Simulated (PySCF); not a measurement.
B(NCO)(OH)(OMe) (C2H4BNO3), SMILES B(O)(OC)N=C=O. Atoms are numbered in the order given.

```xyz
11

B      0.2901     0.4297    -0.3069
N      0.0617     0.0850     1.0771
C     -0.4154    -0.6235     1.9245
O     -0.8440    -1.2608     2.8071
O      1.0313     1.5253    -0.6317
H      1.3536     1.9973     0.1453
O     -0.2433    -0.3521    -1.2731
C     -0.0485    -0.0569    -2.6445
H      1.0211    -0.0754    -2.9118
H     -0.5774    -0.8198    -3.2334
H     -0.4489     0.9373    -2.9031
```

The structure is a stationary point at B3LYP-D3(BJ)/def2-SVP. The structure was generated by enumeration, and PubChem lists no compound with its InChIKey, so it may never have been made. Other conformers were not sampled.

Method: B3LYP-D3(BJ)/def2-SVP in PySCF.

No scaling factor is applied to the harmonic values.

```json
[
 {"mode": "1", "ν (cm⁻¹)": "42", "IR (km/mol)": "0.1", "moving atoms (share of kinetic energy)": "H 96 %"},
 {"mode": "2", "ν (cm⁻¹)": "52", "IR (km/mol)": "0.3", "moving atoms (share of kinetic energy)": "O 52 %, N 23 %, C 16 %"},
 {"mode": "3", "ν (cm⁻¹)": "79", "IR (km/mol)": "1.7", "moving atoms (share of kinetic energy)": "O 46 %, N 36 %"},
 {"mode": "4", "ν (cm⁻¹)": "170", "IR (km/mol)": "8.1", "moving atoms (share of kinetic energy)": "O 43 %, N 24 %, H 16 %, C 15 %"},
 {"mode": "5", "ν (cm⁻¹)": "227", "IR (km/mol)": "5.5", "moving atoms (share of kinetic energy)": "O 39 %, C 30 %, H 22 %"},
 {"mode": "6", "ν (cm⁻¹)": "403", "IR (km/mol)": "18.9", "moving atoms (share of kinetic energy)": "O 55 %, N 16 %, H 14 %, C 9 %"},
 {"mode": "7", "ν (cm⁻¹)": "456", "IR (km/mol)": "0.3", "moving atoms (share of kinetic energy)": "C 34 %, O 33 %, N 24 %"},
 {"mode": "8", "ν (cm⁻¹)": "535", "IR (km/mol)": "85.3", "moving atoms (share of kinetic energy)": "H 89 %, O 9 %"},
 {"mode": "9", "ν (cm⁻¹)": "620", "IR (km/mol)": "20.5", "moving atoms (share of kinetic energy)": "C 72 %, O 15 %, N 11 %"},
 {"mode": "10", "ν (cm⁻¹)": "626", "IR (km/mol)": "28.6", "moving atoms (share of kinetic energy)": "C 62 %, O 18 %, N 17 %"},
 {"mode": "11", "ν (cm⁻¹)": "662", "IR (km/mol)": "86.6", "moving atoms (share of kinetic energy)": "B 77 %, O 14 %"},
 {"mode": "12", "ν (cm⁻¹)": "749", "IR (km/mol)": "21.9", "moving atoms (share of kinetic energy)": "O 72 %"},
 {"mode": "13", "ν (cm⁻¹)": "966", "IR (km/mol)": "116.0", "moving atoms (share of kinetic energy)": "H 61 %, O 18 %, B 11 %, C 10 %"},
 {"mode": "14", "ν (cm⁻¹)": "1100", "IR (km/mol)": "20.1", "moving atoms (share of kinetic energy)": "O 37 %, C 31 %, H 25 %"},
 {"mode": "15", "ν (cm⁻¹)": "1177", "IR (km/mol)": "0.5", "moving atoms (share of kinetic energy)": "H 76 %, C 19 %"},
 {"mode": "16", "ν (cm⁻¹)": "1201", "IR (km/mol)": "12.7", "moving atoms (share of kinetic energy)": "H 69 %, C 19 %"},
 {"mode": "17", "ν (cm⁻¹)": "1282", "IR (km/mol)": "623.7", "moving atoms (share of kinetic energy)": "B 44 %, O 43 %"},
 {"mode": "18", "ν (cm⁻¹)": "1428", "IR (km/mol)": "267.3", "moving atoms (share of kinetic energy)": "H 50 %, B 30 %, C 10 %, O 10 %"},
 {"mode": "19", "ν (cm⁻¹)": "1472", "IR (km/mol)": "5.5", "moving atoms (share of kinetic energy)": "H 97 %"},
 {"mode": "20", "ν (cm⁻¹)": "1472", "IR (km/mol)": "19.8", "moving atoms (share of kinetic energy)": "H 96 %"},
 {"mode": "21", "ν (cm⁻¹)": "1528", "IR (km/mol)": "211.9", "moving atoms (share of kinetic energy)": "H 40 %, B 37 %, O 19 %"},
 {"mode": "22", "ν (cm⁻¹)": "1591", "IR (km/mol)": "276.4", "moving atoms (share of kinetic energy)": "N 48 %, O 29 %, B 20 %"},
 {"mode": "23", "ν (cm⁻¹)": "2439", "IR (km/mol)": "1412.3", "moving atoms (share of kinetic energy)": "C 70 %, N 18 %, O 12 %"},
 {"mode": "24", "ν (cm⁻¹)": "3022", "IR (km/mol)": "49.2", "moving atoms (share of kinetic energy)": "H 97 %"},
 {"mode": "25", "ν (cm⁻¹)": "3100", "IR (km/mol)": "29.6", "moving atoms (share of kinetic energy)": "H 90 %, C 10 %"},
 {"mode": "26", "ν (cm⁻¹)": "3132", "IR (km/mol)": "23.5", "moving atoms (share of kinetic energy)": "H 90 %, C 10 %"},
 {"mode": "27", "ν (cm⁻¹)": "3870", "IR (km/mol)": "93.2", "moving atoms (share of kinetic energy)": "H 94 %"}
]
```
